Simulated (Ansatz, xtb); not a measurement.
B2FH4OSi: which of two isomers lies lower

We compare a, `B[SiH]OBF`, a doublet, with b, `BOB(F)[SiH2]`, a doublet. Both are isolated molecules in the gas phase, relaxed with B3LYP-D3(BJ)/def2-SVP; the shapes shown needn't be the lowest conformers.

a (Å):

```xyz
9

B    -1.5150    0.5325   -0.9989
B     1.6444   -0.8884    0.7839
F     0.6377   -1.2563    1.5689
O     1.4153   -0.6079   -0.5178
Si    0.1198   -0.2954   -1.5319
H    -2.3412    0.7184   -1.8558
H    -1.6941    0.8516    0.1466
H     0.5580   -0.7389   -2.8772
H     2.7538   -0.8199    1.2416
```

b (Å):

```csv
atom,x (Å),y (Å),z (Å)
B,-1.3324,-0.6253,-1.8196
B,0.3087,-0.9335,0.2764
F,0.1818,-1.9908,1.0803
O,-0.5287,-0.8316,-0.7675
Si,1.6373,0.5075,0.6759
H,-1.0123,-1.0803,-2.8913
H,-2.3472,0.0093,-1.6581
H,1.9889,1.4294,-0.4402
H,2.8107,0.1721,1.5276
```

Task: Estimate E(b) − E(a) at the level CCSD(T)/def2-SVP + ΔMP2/def2-TZVPP.

Result: Not settled: CCSD(T)/def2-SVP + ΔMP2/def2-TZVPP gives E(b) − E(a) = +2.3 kcal/mol, but this leans on the basis-set step: CCSD(T) alone gives −4.7 kcal/mol.

How the difference moves with the method:

```json
{"level": "B3LYP-D3(BJ)/def2-SVP", "geometry": "B3LYP-D3(BJ)/def2-SVP", "E(b) − E(a) (kcal/mol)": "−4.6", "departure from the last row (kcal/mol)": "−6.9", "job, with rough time for the two": "optimisation, 6.1 min"}
{"level": "HF/def2-SVP", "geometry": "B3LYP-D3(BJ)/def2-SVP", "E(b) − E(a) (kcal/mol)": "−6.1", "departure from the last row (kcal/mol)": "−8.4", "job, with rough time for the two": "part of the CCSD(T) run"}
{"level": "MP2/def2-SVP", "geometry": "B3LYP-D3(BJ)/def2-SVP", "E(b) − E(a) (kcal/mol)": "−4.3", "departure from the last row (kcal/mol)": "−6.6", "job, with rough time for the two": "part of the CCSD(T) run"}
{"level": "CCSD(T)/def2-SVP", "geometry": "B3LYP-D3(BJ)/def2-SVP", "E(b) − E(a) (kcal/mol)": "−4.7", "departure from the last row (kcal/mol)": "−7.0", "job, with rough time for the two": "single point"}
{"level": "CCSD(T)/def2-SVP + ΔMP2/def2-TZVPP", "geometry": "B3LYP-D3(BJ)/def2-SVP", "E(b) − E(a) (kcal/mol)": "+2.3", "departure from the last row (kcal/mol)": "", "job, with rough time for the two": "single point, 56 s"}
```

As drawn, b has 1 B–O, 1 Si–H in place of 1 O–Si, 1 B–H.

B3LYP-D3(BJ)/def2-SVP, HF/def2-SVP, MP2/def2-SVP, CCSD(T)/def2-SVP put the two in the other order. The largest departure from CCSD(T)/def2-SVP + ΔMP2/def2-TZVPP is that of HF/def2-SVP, 8.4 kcal/mol. Levels run at GFN2-xTB geometries aren't shown. The last row adds to CCSD(T) the change of the MP2 difference between the two basis sets, here +7.0 kcal/mol, a large step that makes the value less sure.

With harmonic frequencies from B3LYP-D3(BJ)/def2-SVP (ideal gas, rigid rotor, one conformer each, 298.15 K, 1 atm): on the last row, ΔE + ΔZPE = +1.7 kcal/mol. A mode under 50 cm⁻¹ makes harmonic enthalpies and free energies unreliable, so none is given.

Open shells are spin-unrestricted. The correlated steps freeze 9 core orbitals. Programs: Ansatz 0.2.0; the last row on 2 threads of Arm Neoverse V2 on a shared host.
